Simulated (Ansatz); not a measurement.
Total energies of CH$_{4}$AlClFNO.

Z-matrix (Å, degrees):
```
Al
Cl 1 2.188
O 1 1.712 2 114.7
C 1 2.099 2 93.4 3 102.6
H 1 1.586 2 113.0 3 -145.0
H 3 0.954 1 123.1 2 -109.7
F 4 1.309 1 125.4 2 178.5
N 4 1.288 1 121.6 2 -2.4
H 8 1.013 4 123.3 1 -178.6
H 8 1.020 4 115.3 1 0.8
```

Charge 0, multiplicity 1. The bonds changed during the relaxation, so this is another structure than the one it started from. All single points use the PBE0-D4/def2-TZVP geometry. It is one conformer, not always the lowest. Basis def2-TZVPP, Ansatz.

RPA on PBE orbitals: Hartree–Fock energy of these orbitals -970.55275 Eh, correlation -1.76881 Eh (frozen core).

```csv
functional,kind,energy without D4 (Eh),D4 term (kJ/mol)
LDA (SPW92),LDA,-968.69617,–
PBE,GGA,-972.59863,-22.2
revPBE,GGA,-972.98391,-62.9
BLYP,GGA,-973.16358,-47.9
r2SCAN,meta-GGA,-973.03053,-5.5
B97M-V,meta-GGA with VV10,-972.97399,–
PBE0,"global hybrid, 25 % exact exchange",-972.66294,-18.9
B3LYP,"global hybrid, 20 %",-973.25597,-35.7
r2SCANh,"meta-GGA hybrid, 10 %",-973.01147,-5.9
r2SCAN0,"meta-GGA hybrid, 25 %",-972.98439,-6.6
HSE06 (plane-wave form),screened hybrid,-972.63696,-17.7
BHLYP,"global hybrid, 50 %",-973.09038,-28.3
CAM-B3LYP,range-separated hybrid,-973.14933,-19.4
LC-ωPBE,long-range corrected hybrid,-972.84977,–
ωB97X-V,range-separated hybrid GGA with VV10,-973.02097,–
ωB97M-V,range-separated hybrid meta-GGA with VV10,-973.10023,–
B2PLYP,double hybrid,-972.79488,–
PBE-QIDH,double hybrid,-972.45831,–
```

B3LYP takes the VWN-RPA correlation (the form of Gaussian; ORCA's B3LYP/G). HSE06 is the plane-wave form, built on full-range PBE exchange. The double hybrids freeze the cores in their second-order part.

LC-ωPBE has ω = 0.4 bohr⁻¹.
